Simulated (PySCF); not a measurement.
Cost against size for one kind of job: delta-SCF UKS SCAN, pcX-2 on the ionised atom, pcseg-1 elsewhere, spin-free X2C (PySCF 2.14.0). Hardware: one thread, Arm Neoverse V1, on a shared host. The host was shared with other jobs, so the times are rough.

```json
{"species (SMILES)": "PP", "atoms": "6", "electrons": "34", "basis functions": "98", "SCF cycles": "25", "core holes": "2", "wall time": "3.5 s"}
{"species (SMILES)": "[H]B([H])SC", "atoms": "8", "electrons": "32", "basis functions": "113", "SCF cycles": "62", "core holes": "4", "wall time": "10 s"}
{"species (SMILES)": "[H][Si]([H])([H])OCC", "atoms": "12", "electrons": "42", "basis functions": "142", "SCF cycles": "72", "core holes": "5", "wall time": "?"}
{"species (SMILES)": "CO[SiH2]C", "atoms": "12", "electrons": "42", "basis functions": "142", "SCF cycles": "74", "core holes": "5", "wall time": "?"}
{"species (SMILES)": "CC[SiH2]O", "atoms": "12", "electrons": "42", "basis functions": "142", "SCF cycles": "73", "core holes": "5", "wall time": "32 s"}
{"species (SMILES)": "O=S(=O)([O-])C1CC1", "atoms": "12", "electrons": "64", "basis functions": "169", "SCF cycles": "103", "core holes": "6", "wall time": "?"}
```

Q: Estimate the withheld figures.

A: `[H][Si]([H])([H])OCC`: 27 s; `CO[SiH2]C`: 26 s; `O=S(=O)([O-])C1CC1`: 41 s.

Q: Which species took longest, and how many times the shortest run?

A: `O=S(=O)([O-])C1CC1`, at 41 s: about 12 times the shortest (3.5 s).
